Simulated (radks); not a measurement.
Question: Excited configurations of the erbium ion Er2+: one electron is placed in a higher orbital outside [Xe] 4f11. The ground configuration is [Xe] 4f12. Method: scalar-relativistic Kohn-Sham, PBE, spin-polarised, spherical densities, finite nucleus; open shells are filled with parallel spins first (spin-orbit coupling, left out, can overturn this in heavy ions); Fermi nuclear charge, rms radius 5.2516 fm; computed with a radial shooting solver on a logarithmic mesh with Libxc functionals. Excitation = E - E(ground); binding = E(ion) - E, where the ion is the core of charge +3; n* = 3/sqrt(2 binding) in atomic units, and the quantum defect is n - n*.

outer orbital  excitation (eV)  binding (eV)     n*  quantum defect  eigenvalue (eV)  <r> (bohr)
5f                      17.087         8.066  3.896           1.104           -6.477       5.655
6s                       4.521        20.632  2.436           3.564          -17.446       3.149
6d                      15.236         9.918  3.514           2.486           -8.338       5.498
6f                      19.739         5.415  4.755           1.245           -4.502       9.673
7s                      14.586        10.567  3.404           3.596           -9.134       6.062
7p                      16.468         8.686  3.755           3.245           -7.456       7.082
7d                      19.020         6.134  4.468           2.532           -5.234       9.456
7f                      21.319         3.834  5.651           1.349           -3.277       14.64

Estimate the row for 6p.

Answer: excitation (eV) 9.553; binding (eV) 15.600; n* 2.802; quantum defect 3.198; eigenvalue (eV) -13.133; <r> (bohr) 3.840. The Delta-SCF ionisation energy is 25.153 eV (NIST Atomic Spectra Database: 22.70 eV, semi-empirical). Self-interaction in the functional shifts the binding energies and quantum defects, so they are the method's values and not measured ones. Open shells are spherical and high-spin; term and fine-structure splittings are not resolved. Spin-orbit splitting is averaged out at the scalar-relativistic level.
